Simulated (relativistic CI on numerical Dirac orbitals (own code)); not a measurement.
## L2,3 absorption of iron in several valence states

Computed multiplet spectra 2p⁶3dⁿ → 2p⁵3dⁿ⁺¹ (Dirac-Coulomb-Breit ions, Slater integrals scaled by 0.7, an assumed crystal field that grows with the charge, no charge transfer; 300 K; Lorentzian 0.4 eV and Gaussian 0.3 eV FWHM at both edges, so that L2 comes out sharper than in experiment). Peaks over 5 % are given in eV from the highest peak in the L3 region of each spectrum (height, largest 100). S of the lowest state is read from ⟨S²⟩, and the branching ratio is the share of L3, cut at the minimum between the edges.

Field parameters in Wybourne normalisation: Td as Oh with Dq negative (B⁴₀ = 21Dq, B⁴₄ = √(5/14) B⁴₀). The field is a parameter set, without covalency.

- Fe²⁺ (d6, Td, 10Dq = -7300 cm⁻¹): S = 2.00, high spin, branching ratio 0.74; peaks -2.1 (14), 0.0 (100), 1.2 (54), 2.5 (29), 3.7 (11), 11.1 (12), 12.0 (30), 12.8 (31), 13.3 (30), 15.1 (10)
- Fe³⁺ (d5, Td, 10Dq = -9450 cm⁻¹): S = 2.50, high spin, branching ratio 0.75; peaks -2.0 (15), 0.0 (100), 1.1 (38), 3.0 (8), 3.7 (11), 11.4 (12), 12.8 (15), 13.5 (19), 14.2 (24)
- Fe⁵⁺ (d3, Td, 10Dq = -13700 cm⁻¹): S = 1.49, branching ratio 0.65; peaks -2.5 (16), -1.5 (24), 0.0 (100), 2.2 (51), 3.8 (19), 9.0 (24), 10.8 (35), 12.7 (33), 13.3 (38)

Question: What spin state follows for Fe⁴⁺ in Td, 10Dq = -11550 cm⁻¹, and does its branching ratio lie nearer 2/3 or nearer 0.8?

Answer: Fe⁴⁺ (d4, Td, 10Dq = -11550 cm⁻¹): S = 1.99, high spin, branching ratio 0.70; peaks -2.8 (19), -2.0 (23), 0.0 (100), 0.6 (95), 2.5 (46), 8.2 (22), 9.6 (20), 10.6 (18), 13.3 (37), 14.3 (23), 15.3 (11). High-spin states, above all those with an unquenched orbital moment, raise the ratio above the statistical 2/3; low spin and nearly empty shells keep it near or below 2/3.

The centroid of the whole edge, which also moves with the branching ratio, lies at 713.4 (Fe²⁺), 716.1 (Fe³⁺), 719.7 (Fe⁴⁺), 724.6 (Fe⁵⁺) eV in this ionic model, in steps of 2.7 to 4.9 eV. Compounds show about 1 to 2 eV a unit and lower energies for the high valences, since ligands screen the charge. The multiplet shape follows the d count and the spin state, and so serves as a fingerprint of valence.
